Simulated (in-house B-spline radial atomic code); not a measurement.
The samarium ion Sm⁺ is squeezed into an impenetrable sphere of radius R (the orbitals vanish at R). Level of theory: Dirac-Hartree-Fock, average of configuration, Fermi nucleus of rms radius 5.0819 fm; calculated with an all-electron radial atomic-structure program (B-spline basis).

Energies in eV above the free ion in [Xe] 4f6 6s1:

| R (bohr) | highest level (eV) | [Xe] 4f6 6s1 | [Kr] 4d10 4f6 5s2 5p5 6s1 6f1 | [Kr] 4d10 4f6 5s2 5p5 5f1 6s1 |
| --- | --- | --- | --- | --- |
| 9.69 | -10.3 | 0.02964 | 38.04 | 31.56 |
| 6.16 | -9 | 1.33 | 54.83 | 37.39 |
| 4.84 | -5.27 | 5.285 | 76.38 | 47.25 |
| 4.28 | -1.07 | 10.11 | 94.48 | 56.7 |
| 3.82 | 5.37 | 18.28 | 118.5 | 70.4 |
| 2.98 | 35.2 | 66.27 | 217.7 | 135.8 |
| 2.45 | 87.2 | 176.9 | 391.4 | 266.8 |
| 2.07 | 168 | 394.1 | 685 | 506.6 |
| 1.69 | 344 | 979.9 | 1397 | 1122 |
| 1.41 | 620 | 2128 | 2694 | 2290 |

Problem. Does [Kr] 4d10 4f6 5s2 5p5 6s1 6f1 fall below [Xe] 4f6 6s1 under compression?

Solution. No, it stays above over the whole range.

Problem. Does [Kr] 4d10 4f6 5s2 5p5 5f1 6s1 fall below [Xe] 4f6 6s1 under compression?

Solution. No, it stays above over the whole range.

The highest level is first positive in the row R = 3.82 bohr, pushed up by confinement above the zero of the free ion's potential. Each configuration is held fixed and needn't be the lowest in the sphere.
